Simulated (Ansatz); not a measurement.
Geometry optimisation, UKS PBE/def2-SVP in Ansatz.

Input:

```yaml
crystal:
  periodic: [false, false, false]
  atoms:
    - { symbol: Ti, position_ang: [0.0, 0.0, 0.0] }
    - { symbol: Cl, position_ang: [0.0, 0.0, 2.62] }
    - { symbol: Cl, position_ang: [2.2349, 0.0, -0.7892] }
    - { symbol: "N", position_ang: [-0.9703, 1.681, -0.686] }
    - { symbol: H, position_ang: [-1.9904, 1.6258, -0.9687] }
    - { symbol: H, position_ang: [-0.4498, 2.6017, -0.7565] }
    - { symbol: Cl, position_ang: [-1.1163, -1.9339, -0.7892] }
    - { symbol: "N", position_ang: [0.0, 0.0, 4.65] }
    - { symbol: H, position_ang: [-0.496, -0.7725, 5.18] }
    - { symbol: H, position_ang: [0.496, 0.7725, 5.18] }
magnetization:
  spin_polarized: true
  initial_magnetization: 1
basis:
  gaussian: { orbitals: def2-SVP }
hamiltonian:
  xc: pbe
relax:
  f_tol: 0.15
  max_steps: 25
  restrain:
    - { distance: [1, 7], at: 2.93, k: 30.0 }
    - { distance: [0, 1], at: 2.37, k: 30.0 }
output:
  orbitals: {}
```

Command:

```bash
$ ansatz run input.yaml --threads 4 --pin off --max-ram 5120MiB --backend cpu --events-out ev --progress --plain --runs-dir out
```

Q: Where does it end, and by what steps?

A: The run converged. The restraints hold the end off the free minimum; the threshold counts their pulls, which the force column leaves out. Restrained pairs: Cl2–N8 (2.03 → 2.93 Å), Ti1–Cl2 (2.62 → 2.33 Å). After 9 steps the energy has fallen by 2.683 eV (the restraints' own energy left out); N8 moved furthest, 0.65 Å.

| step | energy less start (eV) | largest force component (eV/Å) | accepted |
| --- | --- | --- | --- |
| 0 | 0.0000 | 2.042 | yes |
| 1 | -0.8489 | 3.331 | yes |
| 2 | -1.4537 | 2.936 | yes |
| 3 | -2.2007 | 1.735 | yes |
| 4 | -2.5731 | 1.419 | yes |
| 5 | -2.5681 | 1.340 | yes |
| 6 | -2.6665 | 1.318 | yes |
| 7 | -2.6264 | 1.697 | no |
| 8 | -2.6758 | 1.308 | yes |
| 9 | -2.6830 | 1.309 | yes |

```xyz
10
Properties=species:S:1:pos:R:3
Ti 0.010 -0.015 -0.081
Cl 0.104 -0.064 2.246
Cl 2.035 0.117 -0.899
N -0.869 1.514 -0.598
H -1.877 1.564 -0.790
H -0.423 2.435 -0.684
Cl -1.168 -1.690 -0.848
N 0.362 -0.165 5.165
H -0.599 -0.573 5.081
H 0.134 0.851 5.048
```

Time of the run: 60 s on 4 threads of Arm Neoverse V1 (shared host), peak memory 0.42 GiB.
